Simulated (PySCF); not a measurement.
**A computed series M(SH)2**

Computed with PySCF 2.14.0, PBE0, def2-SVP on the ligands, density fitting, scalar-relativistic core potentials, no spin-orbit coupling, vacuum. Each member is relaxed from one template within its symmetry. Distances are means of the shortest metal–ligand contacts, charges and spins Mulliken's; removal energies are rigid, with the ligand's formal charge and no counterpoise, so too large; for an anion taken off a cation in vacuum most of it is the attraction of opposite charges, and multiply charged cations can part far more cheaply with an electron moved from ligand to metal. lcecp potentials hold a fixed number of 4f electrons in the core, out of states, spins and gaps.

| metal | basis on the metal | point group | M–SH (Å) | charge on M (e) | dipole (D) | removal of one SH (eV) | strongest infrared band, degenerate modes summed (cm⁻¹) | unstable modes (below −25 cm⁻¹) |
| --- | --- | --- | --- | --- | --- | --- | --- | --- |
| La | lcecp-0-SVP with ECP47 | C2v | 2.830 | 0.76 | 8.87 | 7.34 | 267 | 0 |
| Nd | lcecp-0-SVP with ECP50 | C2v | 2.780 | 0.72 | 8.55 | 7.49 | 270 | 0 |
| Eu | lcecp-0-SVP with ECP53 | C2v | 2.746 | 0.71 | 8.14 | 7.61 | 271 | 0 |
| Yb | def2-SVP with ECP28 | C2 | 2.614 | 0.75 | 6.56 | 7.94 | 276 | 0 |
| Pb | def2-SVP with ECP60 | C2v | 2.545 | 0.47 | 4.32 | 8.56 | 307 | 0 |

**Question.** A further member has point group C2, M–SH (Å) 2.722, charge on M (e) 0.69, dipole (D) 7.38, removal of one SH (eV) 7.73, strongest infrared band, degenerate modes summed (cm⁻¹) 272, unstable modes (below −25 cm⁻¹) 0. Which metal is it?

**Answer.** Dy, lcecp-0-SVP with ECP56. Other answers can fit too; this one was computed.

From La to Dy the M–SH distance shrinks by 0.11 Å, the lanthanide contraction, and the energy to remove one SH rises by 0.39 eV.

One start shape was tried for each, so a minimum needn't be the lowest isomer. Oxidation states forced by the potential, rare, strongly oxidising or of another configuration in reality: La(SH)2, Nd(SH)2, Dy(SH)2.
